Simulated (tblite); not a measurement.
A tight-binding relaxation on `CC(=O)[C@@H](F)[O+](C)[AlH3-]`.

Computed with GFN2-xTB geometry optimisation, gas phase (tblite 0.8.0). Start geometry: from a force field or distance geometry. A driver script takes a list of jobs; this job's settings line and coordinates (Å) are shown.

Command:
```bash
OMP_NUM_THREADS=1 python probes_run.py task.json out
```

Input:
```
{"job": {"kind": "relax", "xc": "GFN2-xTB", "basis": "xTB"}, "charge": 0, "multiplicity": 1}
C     -2.138300     1.017600    -0.066800
C     -1.610400    -0.039700    -0.987900
O     -2.257100    -0.482900    -1.917800
C     -0.232900    -0.588100    -0.752300
F      0.507000    -0.610300    -1.916300
O      0.420200    -0.054300     0.321200
C      0.654200    -1.074600     1.240600
Al     2.027500     0.731600    -0.013900
H     -1.572100     1.963000    -0.247100
H     -2.090100     0.694500     0.990700
H     -3.217400     1.264400    -0.327200
H     -0.363100    -1.694000    -0.499700
H     -0.334400    -1.476100     1.547900
H      1.267800    -1.849200     0.689200
H      1.270400    -0.747100     2.091700
H      1.897200     2.130600    -0.748800
H      2.721400     1.012500     1.414300
H      3.041300    -0.191500    -0.829500
```

Output:
```
step      E/eV     max force
  0    -749.88572    3.757
  1    -750.25091    2.722
  2    -750.51126    1.996
  3    -750.68727    0.796
  4    -750.81355    0.700
  5    -750.85074    0.377
  6    -750.87559    0.482
  7    -750.89914    0.456
  8    -750.92245    0.355
  9    -750.93998    0.335
... (209 lines left out)
219    -751.39596    0.015
220    -751.39599    0.016
221    -751.39603    0.012
222    -751.39606    0.014
223    -751.39609    0.014
224    -751.39612    0.011
225    -751.39614    0.013
226    -751.39616    0.014
227    -751.39618    0.011
228    -751.39619    0.004
```

«max force» is the largest atomic force in eV/Å.

Question: From which step on does the largest force stay under 0.1 eV/Å, and how much energy is left to gain from there?

Answer: From step 152 (0.090 eV/Å), 15.8 meV above the end.

Summary of the converged run: energy lowered by 34.8 kcal/mol over 228 steps; largest atomic force 0.004 eV/Å at the end.

Question: Where do the atoms end?

Answer: 1.002 Å rms from the input after alignment:
```
atom  x, y, z in Å
C1    -1.9040    1.2794   -0.7493
C2    -1.5600   -0.1212   -0.4086
O3    -2.2560   -0.9086    0.1779
C4    -0.1213   -0.5506   -0.7966
F5     0.4238    0.3005   -1.6999
O6     0.7159   -0.4909    0.3205
C7     0.5813   -1.5773    1.2228
Al8    1.9994    0.9588    0.2951
H9    -1.8706    1.4148   -1.8295
H10   -1.1350    1.9335   -0.3286
H11   -2.8865    1.5377   -0.3655
H12   -0.1163   -1.5630   -1.2396
H13   -0.4383   -1.6404    1.6094
H14    0.8512   -2.5165    0.7330
H15    1.2782   -1.3668    2.0322
H16    1.0430    2.1977    0.1016
H17    2.4277    0.6093    1.7707
H18    2.9587    0.5097   -0.8571
```

Hardware: one thread, Arm Neoverse V1 (aarch64), shared host. Cost: 1.7 s.
Labels such as C1 count atoms from 1, the log's own numbers from 0.
